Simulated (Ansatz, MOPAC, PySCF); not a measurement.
Complex: C2H6 (SMILES CC) (first 8 atoms) with C3H6 (SMILES C=CC); geometry from B3LYP-D3(BJ)/def2-TZVP, rigid monomers moved along the line of their centres of mass till H4···C10 is 3.34 Å.
(charge 0, multiplicity 1):
```xyz
17

C      0.477    -0.542     0.485
C     -0.534     0.599     0.541
H      0.242    -1.242    -0.320
H      0.482    -1.104     1.421
H      1.489    -0.170     0.312
H     -0.557     1.156    -0.397
H     -0.292     1.302     1.339
H     -1.541     0.224     0.732
C     -1.274    -0.372     4.574
C      0.045    -0.469     4.673
C      1.006     0.666     4.515
H     -1.759     0.575     4.365
H     -1.918    -1.234     4.696
H      0.485    -1.441     4.882
H      1.693     0.482     3.684
H      0.486     1.606     4.327
H      1.621     0.787     5.411
```

Monomers are frozen at their geometry in the pair; levels with a basis set take the counterpoise correction. Rows marked so take none.

Rows in 3-21G, 6-31G*, STO-3G carry no dispersion term and start afresh at each structure (6-31G* with six Cartesian d functions). MP2/6-31G* freezes PySCF's default core. The state that PM6 reach isn't checked.

Run with Ansatz (Gaussian basis) for Hartree–Fock, density functionals and correlated methods; MOPAC for PM6 (differences of heats of formation); PySCF for 3-21G rows, 6-31G* rows, STO-3G rows, the dispersion terms. Values without a source in brackets are computed.

Other levels give for the interaction energy: PBE/def2-TZVPPD -0.41; B3LYP/def2-TZVPPD 0.31; B3LYP-D3(BJ)/def2-TZVPPD -1.29; wB97M-V/def2-TZVPPD -1.20 kcal/mol.

Common cheap choices:

```csv
level,interaction energy (kcal/mol)
PM6,-0.10
HF/STO-3G (no counterpoise),0.10
HF/3-21G (no counterpoise),-0.37
BP86/6-31G* (no counterpoise),0.31
B3LYP/6-31G*,0.38
B3LYP/6-31G* (no counterpoise),-0.21
MP2/6-31G*,-0.46
MP2/6-31G* (no counterpoise),-1.12
```

Ansatz is a quantum-chemistry and plane-wave program.
